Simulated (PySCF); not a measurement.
**Electronic structure of In⁺ (indium, charge +1) at the M06-2X level**

Configuration: [Kr] 4d10 5s2, closed-shell 1S. Calculation: PySCF 2.14, in x2c-SVPall; the spin-free X2C one-electron Hamiltonian (Gaussian nucleus).

```json
{
  "Total energy": "-5880.58 hartree",
  "One-electron energy": "-8077.61 hartree",
  "Hartree (Coulomb) energy": "2358.60 hartree",
  "Exchange-correlation energy": "-161.58 hartree",
  "⟨S²⟩": "0.0000",
  "⟨L²⟩": "0.000",
  "Sum of ⟨r⟩": "31.12 bohr",
  "Sum of ⟨r²⟩": "41.37 bohr²",
  "Langevin diamagnetic susceptibility": "-32.8 ×10⁻⁶ cm³/mol",
  "Time after the integrals": "0.81 s of wall time on 1 thread of Neoverse-V2 (shared host)"
}
```

```csv
shell,electrons,mean orbital energy (eV),"rms radius, mean of both spins (bohr)"
1s,2,-27897.9,0.0341
2s,2,-4224.9,0.139
2p,6,-3799.3,0.124
3s,2,-824.61,0.372
3p,6,-683.94,0.373
3d,10,-462.32,0.352
4s,2,-138.94,0.906
4p,6,-95.629,0.988
4d,10,-31.530,1.28
5s,2,-16.275,2.75
```

Densities and radii are taken from the X2C orbitals without a picture-change correction, which distorts them close to the nucleus.
